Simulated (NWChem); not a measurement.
Everything below was run with NWChem. System: 1,2,4-triazole (C2H3N3), charge 0, spin multiplicity 1, at a geometry optimised with B3LYP/def2-SVP. Level: MP2/def2-TZVP, 5 core orbitals frozen.

Job file:

```
start mol
memory heap 200 mb stack 900 mb global 1100 mb
geometry units angstroms nocenter noautoz
  C     -1.119384    -0.022033     0.000000
  N     -0.412217     1.142081     0.000000
  C      0.838244     0.726231     0.000000
  N      0.867425    -0.627169     0.000000
  N     -0.384502    -1.123080     0.000000
  H     -2.208598    -0.060792     0.000000
  H      1.735051     1.345990     0.000000
  H      1.665446    -1.253207     0.000000
  symmetry group Cs
end
basis spherical
  * library def2-tzvp
end
scf
  rhf
  nopen 0
  maxiter 100
  thresh 1e-7
  semidirect memsize 60000000 filesize 0
end
mp2
  freeze core 5
end
task mp2 energy
```

Part of the output:

```
             Northwest Computational Chemistry Package (NWChem) 7.3.0
             --------------------------------------------------------

                                NWChem Input Module
                                -------------------

 Scaling coordinates for geometry "geometry" by  1.889725989
 (inverse scale =  0.529177249)

 Turning off AUTOSYM since
 SYMMETRY directive was detected!

                             Geometry "geometry" -> ""
                             -------------------------

 Output coordinates in angstroms (scale by  1.889725989 to convert to a.u.)

  No.       Tag          Charge          X              Y              Z
 ---- ---------------- ---------- -------------- -------------- --------------
    1 C                    6.0000    -1.11938400    -0.02203300     0.00000000
    2 N                    7.0000    -0.41221700     1.14208100     0.00000000
    3 C                    6.0000     0.83824400     0.72623100     0.00000000
    4 N                    7.0000     0.86742500    -0.62716900     0.00000000
    5 N                    7.0000    -0.38450200    -1.12308000     0.00000000
    6 H                    1.0000    -2.20859800    -0.06079200     0.00000000
    7 H                    1.0000     1.73505100     1.34599000     0.00000000
    8 H                    1.0000     1.66544600    -1.25320700     0.00000000

 Effective nuclear repulsion energy (a.u.)     165.4559303913

            Nuclear Dipole moment (a.u.)
            ----------------------------
        X                 Y               Z
 ---------------- ---------------- ----------------
     0.0000018897     0.0000056692     0.0000000000

      Symmetry information
      --------------------

 Group name             Cs
 Group number              2
 Group order               2
 No. of unique centers     8

      Symmetry unique atoms

     1    2    3    4    5    6    7    8


 Summary of "ao basis" -> "" (spherical)
 ------------------------------------------------------------------------------
       Tag                 Description            Shells   Functions and Types
 ---------------- ------------------------------  ------  ---------------------
 *                         def2-tzvp                  on all atoms

 Summary of "ao basis" -> "ao basis" (spherical)
 ------------------------------------------------------------------------------
       Tag                 Description            Shells   Functions and Types
 ---------------- ------------------------------  ------  ---------------------
 C                         def2-tzvp                11       31   5s3p2d1f
 N                         def2-tzvp                11       31   5s3p2d1f
 H                         def2-tzvp                 4        6   3s1p

                                 NWChem SCF Module
                                 -----------------

  ao basis        = "ao basis"
  functions       =   173
  atoms           =     8
  closed shells   =    18
  open shells     =     0
  charge          =   0.00
  wavefunction    = RHF
  use symmetry    = T
  symmetry adapt  = T

 Summary of "ao basis" -> "ao basis" (spherical)
 ------------------------------------------------------------------------------
       Tag                 Description            Shells   Functions and Types
 ---------------- ------------------------------  ------  ---------------------
 C                         def2-tzvp                11       31   5s3p2d1f
 N                         def2-tzvp                11       31   5s3p2d1f
 H                         def2-tzvp                 4        6   3s1p

      Symmetry analysis of basis
      --------------------------

        a'        120
        a"         53

 Forming initial guess at       0.1s

      Superposition of Atomic Density Guess
      -------------------------------------

 Sum of atomic energies:        -239.77673945

      Non-variational initial energy
      ------------------------------

 Total energy =    -242.953789
 1-e energy   =    -651.830489
 2-e energy   =     243.420769
 HOMO         =      -0.286280
 LUMO         =       0.029894

      Symmetry analysis of molecular orbitals - initial
      -------------------------------------------------

  Numbering of irreducible representations:

     1 a'          2 a"

  Orbital symmetries:

     1 a'          2 a'          3 a'          4 a'          5 a'
     6 a'          7 a'          8 a'          9 a'         10 a'
    11 a'         12 a"         13 a'         14 a'         15 a'
    16 a"         17 a'         18 a"         19 a"         20 a"
    21 a'         22 a'         23 a'         24 a'         25 a'
    26 a'         27 a'         28 a"

 Starting SCF solution at       4.0s

 ----------------------------------------------
         Quadratically convergent ROHF

 Convergence threshold     :          1.000E-07
 Maximum no. of iterations :          100
 Final Fock-matrix accuracy:          1.000E-09
 ----------------------------------------------

              iter       energy          gnorm     gmax       time
             ----- ------------------- --------- --------- --------
                 1     -240.8136491281  1.04D+00  1.87D-01      5.4
                 2     -240.8811196518  4.16D-01  6.26D-02      7.9
                 3     -240.8945936684  3.36D-02  7.22D-03     11.5
                 4     -240.8947416513  1.14D-03  2.89D-04     17.3
                 5     -240.8947418965  5.19D-07  1.63D-07     27.7
                 6     -240.8947418965  4.42D-09  1.10D-09     34.7

       Final RHF  results
       ------------------

         Total SCF energy =   -240.894741896465
      One-electron energy =   -654.177546887956
      Two-electron energy =    247.826874600226
 Nuclear repulsion energy =    165.455930391264

        Time for solution =     30.7s

       Symmetry analysis of molecular orbitals - final
       -----------------------------------------------

  Numbering of irreducible representations:

     1 a'          2 a"

  Orbital symmetries:

     1 a'          2 a'          3 a'          4 a'          5 a'
     6 a'          7 a'          8 a'          9 a'         10 a'
    11 a'         12 a'         13 a"         14 a'         15 a'
    16 a'         17 a"         18 a"         19 a'         20 a"
    21 a'         22 a'         23 a"         24 a'         25 a'
    26 a'         27 a"         28 a'

             Final eigenvalues
             -----------------

              1
    1  -15.6566
    2  -15.5984
    3  -15.5613
    4  -11.3230
    5  -11.2894
    6   -1.4175
    7   -1.2014
    8   -1.1141
    9   -0.8660
   10   -0.8330
   11   -0.7696
   12   -0.6408
   13   -0.6392
   14   -0.5933
   15   -0.5077
   16   -0.4532
   17   -0.4219
   18   -0.3756
   19    0.1263
   20    0.1431
   21    0.1733
   22    0.1923
   23    0.1944
   24    0.2175
   25    0.2532
   26    0.2649
   27    0.3400
   28    0.3501

                       ROHF Final Molecular Orbital Analysis
                       -------------------------------------

 Vector   16  Occ=2.000000D+00  E=-4.532227D-01  Symmetry=a'
              MO Center= -4.3D-01,  4.1D-01,  2.2D-15, r^2= 2.4D+00
   Bfn.  Coefficient  Atom+Function         Bfn.  Coefficient  Atom+Function
  ----- ------------  ---------------      ----- ------------  ---------------
    38      0.318870  2 N  py                41      0.292290  2 N  py
   131      0.251027  5 N  py               134      0.232015  5 N  py
    44      0.190067  2 N  py                35      0.167990  2 N  s
   137      0.157630  5 N  py

 Vector   17  Occ=2.000000D+00  E=-4.219496D-01  Symmetry=a"
              MO Center= -3.2D-02,  3.7D-01,  2.2D-15, r^2= 2.0D+00
   Bfn.  Coefficient  Atom+Function         Bfn.  Coefficient  Atom+Function
  ----- ------------  ---------------      ----- ------------  ---------------
    39      0.289040  2 N  pz                42      0.278404  2 N  pz
   101     -0.244725  4 N  pz               104     -0.238193  4 N  pz
   107     -0.198459  4 N  pz                45      0.184223  2 N  pz

 Vector   18  Occ=2.000000D+00  E=-3.756276D-01  Symmetry=a"
              MO Center= -1.3D-01, -3.2D-01, -2.2D-15, r^2= 2.1D+00
   Bfn.  Coefficient  Atom+Function         Bfn.  Coefficient  Atom+Function
  ----- ------------  ---------------      ----- ------------  ---------------
   132      0.264484  5 N  pz               135      0.255281  5 N  pz
     8      0.206862  1 C  pz                11      0.207622  1 C  pz
    70     -0.205006  3 C  pz                73     -0.203431  3 C  pz
   138      0.200630  5 N  pz               101     -0.152793  4 N  pz
   104     -0.151012  4 N  pz

 Vector   19  Occ=0.000000D+00  E= 1.262652D-01  Symmetry=a'
              MO Center=  2.2D+00, -1.2D+00,  3.3D-16, r^2= 3.9D+00
   Bfn.  Coefficient  Atom+Function         Bfn.  Coefficient  Atom+Function
  ----- ------------  ---------------      ----- ------------  ---------------
   170      2.275027  8 H  s                 98     -1.605589  4 N  s
   164      1.071104  7 H  s                105     -0.841272  4 N  px
    75     -0.608110  3 C  py               106      0.581111  4 N  py
   129     -0.482106  5 N  s                 74     -0.333514  3 C  px
    67     -0.310729  3 C  s                 97      0.311066  4 N  s

 Vector   20  Occ=0.000000D+00  E= 1.430731D-01  Symmetry=a"
              MO Center=  3.6D-01,  1.9D-01,  9.8D-15, r^2= 3.3D+00
   Bfn.  Coefficient  Atom+Function         Bfn.  Coefficient  Atom+Function
  ----- ------------  ---------------      ----- ------------  ---------------
    76      0.804919  3 C  pz               107     -0.592674  4 N  pz
   138      0.483993  5 N  pz                14     -0.329692  1 C  pz
    45     -0.300772  2 N  pz                70      0.240802  3 C  pz
    73      0.237330  3 C  pz               101     -0.225328  4 N  pz
   132      0.209072  5 N  pz               104     -0.198713  4 N  pz

 Vector   21  Occ=0.000000D+00  E= 1.733370D-01  Symmetry=a'
              MO Center=  2.4D+00,  1.5D+00, -8.3D-16, r^2= 3.9D+00
   Bfn.  Coefficient  Atom+Function         Bfn.  Coefficient  Atom+Function
  ----- ------------  ---------------      ----- ------------  ---------------
   164      4.816628  7 H  s                 74     -3.234380  3 C  px
    75     -1.912462  3 C  py               129      1.480850  5 N  s
     5     -1.348577  1 C  s                 12     -1.277500  1 C  px
    98     -1.217768  4 N  s                105      1.215971  4 N  px
   170     -0.985959  8 H  s                 36     -0.972514  2 N  s

 center of mass
 --------------
 x =  -0.03236617 y =  -0.00091983 z =   0.00000000

 moments of inertia (a.u.)
 ------------------
         182.774996427758           0.634075762720           0.000000000000
           0.634075762720         175.622214242939           0.000000000000
           0.000000000000           0.000000000000         358.397210670697

  Mulliken analysis of the total density
  --------------------------------------

    Atom       Charge   Shell Charges
 -----------   ------   -------------------------------------------------------
    1 C    6     5.83   0.86  1.12  0.51  0.53  0.09  1.20  1.12  0.25  0.04  0.10  0.02
    2 N    7     7.45   0.82  1.16  0.53  0.90  0.24  1.44  1.69  0.59  0.01  0.07  0.00
    3 C    6     5.82   0.86  1.12  0.51  0.53  0.09  1.20  1.10  0.26  0.04  0.10  0.02
    4 N    7     7.18   0.82  1.16  0.51  0.80  0.10  1.51  1.73  0.45  0.01  0.08  0.01
    5 N    7     7.31   0.82  1.16  0.55  0.87  0.27  1.40  1.61  0.54  0.01  0.07  0.01
    6 H    1     0.86   0.26  0.49  0.08  0.02
    7 H    1     0.84   0.26  0.48  0.08  0.02
    8 H    1     0.73   0.25  0.39  0.04  0.04

       Multipole analysis of the density wrt the origin
       ------------------------------------------------

     L   x y z        total         open         nuclear
     -   - - -        -----         ----         -------
     0   0 0 0      0.000000      0.000000     36.000000

     1   1 0 0      1.151552      0.000000      0.000002
     1   0 1 0     -0.199899      0.000000      0.000006
     1   0 0 1     -0.000000      0.000000      0.000000

     2   2 0 0    -15.039488      0.000000    106.729807
     2   1 1 0     -0.345267      0.000000      0.364768
     2   1 0 1      0.000000      0.000000      0.000000
     2   0 2 0    -24.970814      0.000000     97.369656
     2   0 1 1      0.000000      0.000000      0.000000
     2   0 0 2    -22.659482      0.000000      0.000000

                   NWChem MP2 Semi-direct Energy/Gradient Module
                   ---------------------------------------------

  Basis functions       =    173
  Molecular orbitals    =    173
  Frozen core           =      5
  Frozen virtuals       =      0
  Active alpha occupied =     13
  Active beta occupied  =     13
  Active alpha virtual  =    155
  Active beta virtual   =    155
  Use MO symmetry       = T
  Use skeleton AO sym   = T

  AO/Fock/Back tols     =   1.0D-09  1.0D-09  1.0D-09

 GA uses MA = F    GA memory limited = T

 Available:
  local mem=  1.26D+08
 global mem=  1.44D+08
 local disk=  0.00D+00
  mp2_memr nvloc                   155
  nvloc new                   155
   1 passes of  13:        5242880                     161764                 102453077.
   1 passes of  13: M    126150825           G      144119342           F     120907945.

 Semi-direct pass number   1 of   1  for RHF alpha+beta  at       34.8s
  vrange nnbf                 14947
  mp2_eaftype                   390  avail_ma_in_mb                  1099
 EAF : mp2_eaftype filesize         390   51226539.
  mp2_eaf for mointskh                    390
Node 0 wrote    240.9 Mb in      0.1 s     Agg I/O rate:  2109.8 Mb/s
 Done moints_semi at       44.9s
  mp2_eaftype                   390  avail_ma_in_mb                   709
 EAF : mp2_eaftype filesize         390   51226539.
  mp2_eaf for kh                   390
 Done maket at       45.5s
 Done multipass loop at       45.5s

          -------------------------------------------
          SCF energy                -240.894741896465
          Correlation energy          -0.907766679069
          Singlet pairs               -0.548530455556
          Triplet pairs               -0.359236223512
          Total MP2 energy          -241.802508575533
          -------------------------------------------

          ---------------------------------------------------
                    Spin Component Scaled (SCS) MP2
          Same spin pairs                     -0.239490815675
          Same spin scaling factor             0.333333333333
          Opposite spin pairs                 -0.668275863394
          Opposite spin scaling fact.          1.200000000000
          SCS-MP2 correlation energy          -0.881761307964
          Total SCS-MP2 energy              -241.776503204429
          ---------------------------------------------------

 -----------------------
 Performance information
 -----------------------

 Timer overhead =  9.60D-08 seconds/call

               Nr. of calls         CPU time (s)                 Wall time (s)                GFlops
             ---------------    -------------------     ------------------------------   -------------------
Name         Min   Avg   Max    Min     Avg     Max     Min     Avg     Max   Mx/calls   Min     Max     Sum
mp2: moin     1     1     1    10.     10.     10.      10.     10.     10.     10.      0.0     0.0     0.0
mp2: make     1     1     1   0.56    0.56    0.56     0.56    0.56    0.56    0.56      0.0     0.0     0.0
mp2: tota     1     1     1    11.     11.     11.      11.     11.     11.     11.      0.0     0.0     0.0

 The average no. of pstat calls per process was 3.00D+00
 with a timing overhead of 2.88D-07s

 Task  times  cpu:       45.5s     wall:       45.5s

 Total times  cpu:       45.5s     wall:       45.5s
```
